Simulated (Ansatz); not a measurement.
# Reading a saddle point

A first-order saddle point of Si$_{4}$H$_{11}$O$_{4}$F, closed shell, PBE0-D4/def2-TZVP, with one imaginary mode of 930i cm⁻¹:

```tsv
atom	x (Å)	y (Å)	z (Å)
Si1	-0.7128	0.3330	0.5258
O2	-0.2260	0.1817	-1.2797
Si3	0.6541	-1.0164	-2.0143
O4	0.1746	1.6791	0.7296
Si5	1.2374	2.5430	-0.1757
O6	-0.0660	-1.1333	0.8330
Si7	-0.0902	-2.1576	2.1260
F8	-1.6095	0.4750	1.8778
H9	-1.4838	0.4590	-1.3220
O10	-2.2109	0.4849	-0.4560
H11	-0.0575	-2.3180	-1.9550
H12	0.8122	-0.6184	-3.4367
H13	1.9854	-1.1286	-1.3757
H14	2.3280	1.6852	-0.7050
H15	0.5389	3.2026	-1.3100
H16	1.8181	3.5825	0.7085
H17	-1.4678	-2.6523	2.3707
H18	0.4273	-1.4849	3.3428
H19	0.7905	-3.2988	1.7751
H20	-2.8422	1.1825	-0.2590
```

Program: Ansatz 0.2.0. Basis: def2-TZVPP and def2-QZVPP. Cores are frozen in the correlated methods. Extrapolation: Hartree–Fock as exp(−7.88 √X), correlation as X^−2.97.

(1) Which contacts change along the imaginary mode, and what lies on either side? (A judgement: the text doesn't fix the answer.)

(2) Which side is lower, and how far does the saddle lie above each? (Judge from chemistry; the value comes from the calculation.)

T1 diagnostic: at most 0.012.

## Answers

(1) By the calculation: The step is Si₄H₉O₃F ([F][Si]([O][SiH3])([O][SiH3])[O][SiH3]) + H₂O → Si₃H₇O₃F ([OH][Si]([F])([O][SiH3])[O][SiH3]) + SiH₄O ([OH][SiH3]), with the molecules in contact on both sides. Shortening one way: Si1–O10, O2–H9; lengthening the same way: Si1–O2, H9–O10.
```csv
pair,one side (Å),saddle (Å),other side (Å)
Si1–O10,3.09,1.80,1.64
O2–H9,3.92,1.29,0.97
Si1–O2,1.60,1.88,3.35
H9–O10,0.96,1.13,1.91
```

(2) By the calculation: The side with Si1–O2, H9–O10 short is lower by 4.75 kcal/mol; the saddle lies 32.07 kcal/mol above it and 27.33 kcal/mol above the other (CCSD(T) at an estimated basis limit (MP2 extrapolated from triple and quadruple zeta, plus CCSD(T) − MP2 in triple zeta); electronic energies).

Labels in which every atom is bracketed show which atoms are joined, not bond orders.

For scale, one of the runs: CCSD(T)/def2-TZVPP, 477 basis functions, launched by `ansatz run in.yaml --threads 4 --pin off --events-out ev --progress --plain --max-ram 41984MiB --backend cuda --devices 0, --max-vram 37GiB`. The run took 79 s on 4 CPU threads of an AMD EPYC 7R13 and a share of one NVIDIA H100 (shared host), with 1.2 GiB of host memory at its peak.
